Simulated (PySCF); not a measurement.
## Ionisation energy of V by level of theory

V [Ar] 3d3 4s2 (4F) → V⁺ [Ar] 3d4 (5D), as a difference of total energies. Computed with PySCF 2.14 in def2-TZVP, with the non-relativistic Hamiltonian (point nucleus). Correlated levels: valence: [Ar] frozen. The calculations carry no spin-orbit coupling.

```tsv
method	ionisation energy (eV)	difference from reference (eV)
UHF	5.882	-0.850
LDA	6.202	-0.530
M06-L	6.153	-0.579
MP2 (valence)	6.191	-0.541
SCS-MP2 (valence)	6.633	-0.099
```

Reference: 6.732 eV (measured; NIST levels, between the centres of gravity of the two terms).

These non-relativistic numbers lack the scalar-relativistic shift.

Errors of the correlated levels include the incompleteness of this basis and the frozen core.
